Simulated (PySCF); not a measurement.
## NMR data sheet: C2H14Si4

- Formula: C2H14Si4
- SMILES: C[Si@H]([SiH3])[Si@@H](C)[SiH3]
- InChI: InChI=1S/C2H14Si4/c1-5(3)6(2)4/h5-6H,1-4H3/t5-,6+
- Point group of the computed structure: C1
- Degrees of unsaturation: 0
- Carbon signals: 1
- Proton signals: 3

Bonds (- single, = double, # triple, : aromatic): C1-Si2, Si2-Si3, Si2-Si4, Si4-C5, Si4-Si6. C1 carries H7, H8, H9; Si2 carries H10; Si3 carries H11, H12, H13; Si4 carries H14; C5 carries H15, H16, H17; Si6 carries H18, H19, H20. Stereochemistry as in C[Si@H]([SiH3])[Si@@H](C)[SiH3].

Theoretical values (PySCF 2.14.0 with density-fitted response routines): σ from GIAO-PBE0/pcSseg-1, GFN2-xTB structure. One averaged value for each set of equivalent atoms, one computed conformer, non-relativistic Hamiltonian, in vacuum.

Shifts are taken against calculated references (same method and geometry level): ¹H and ¹³C and ²⁹Si vs TMS.

| carbon | δC, type | δH (multiplicity) | HMBC from (2–3 bonds) | span of the C tensor (ppm) |
| --- | --- | --- | --- | --- |
| C1/C5 | -6.3, CH3 | 0.23 (d) | H10/H14, H11/H12/H13/H18/H19/H20 | 11 |

Other nuclei:
```json
{"atoms": "H10/H14", "nucleus": "¹H", "environment": "hydrogen on a silicon bonded to C, 2 Si", "δ (ppm)": "3.99", "σ (ppm)": "27.73"}
{"atoms": "H11/H12/H13/H18/H19/H20", "nucleus": "¹H", "environment": "hydrogen on a silicon bonded to Si", "δ (ppm)": "3.49", "σ (ppm)": "28.23"}
{"atoms": "Si2/Si4", "nucleus": "²⁹Si", "environment": "silicon bonded to C, 2 Si, H", "δ (ppm)": "-81.2", "σ (ppm)": "430.3"}
{"atoms": "Si3/Si6", "nucleus": "²⁹Si", "environment": "silicon bonded to Si, 3 H", "δ (ppm)": "-113.4", "σ (ppm)": "462.6"}
```

- Carbon types of the structure: 2 × CH3, leaving 8 H on heteroatoms.
- δC -6.3: methyl carbon bonded to Si; an electropositive neighbour leaves it electron-rich and shielded.
- δH 3.99: hydrogen on a silicon bonded to C, 2 Si.
- δH 3.49: hydrogen on a silicon bonded to Si.
- δH 0.23: hydrogen on a methyl carbon bonded to Si; an electropositive neighbour shields it, as in TMS itself.

Shifts are as computed. Against solution values, carbons near 30 ppm lie about +3 ppm off and those near 130 ppm about +5 ppm. Of 1309 compounds with measured shifts, 239 miss one by over three times the rms of a fit or turn the order of signals round; such compounds aren't used in these exercises. Multiplicities follow the n + 1 count of equivalent neighbours, as no J values were calculated; m marks all less simple cases, F and P coupling included.
